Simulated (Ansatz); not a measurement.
Species: sum formula GaH$_{2}$Br, net charge 0, singlet state. SMILES: [GaH2][Br]
Geometry: optimised at B3LYP-D3(BJ)/def2-TZVP (Ansatz, a program for electronic structure).

Wanted: atomisation energy (electronic, to ground-state atoms), in eV. Correlated levels leave the core frozen unless marked. UHF or UKS for open shells. Spin-orbit coupling is left out. The frozen core is the preceding noble-gas configuration, with the filled d and f shells of earlier blocks. No relativistic terms. The coupled-cluster limit lacks core correlation, which all-electron functionals hold. CBS(X,Y): correlation extrapolated as X^-3; Hartree-Fock from the larger set (for Q and 5 zeta extrapolated as (X+1)exp(-9√X)).

```
level                         program  atomisation energy (eV)
---------------------  --------------  -----------------------
PBE-D3(BJ)/def2-TZVPD  Ansatz + dftd3                     9.03
```

What does CCSD(T)/CBS(cc-pVQZ,cc-pV5Z) (Ansatz) give?

9.23 eV, so PBE-D3(BJ)/def2-TZVPD differs from it by -0.20 eV.
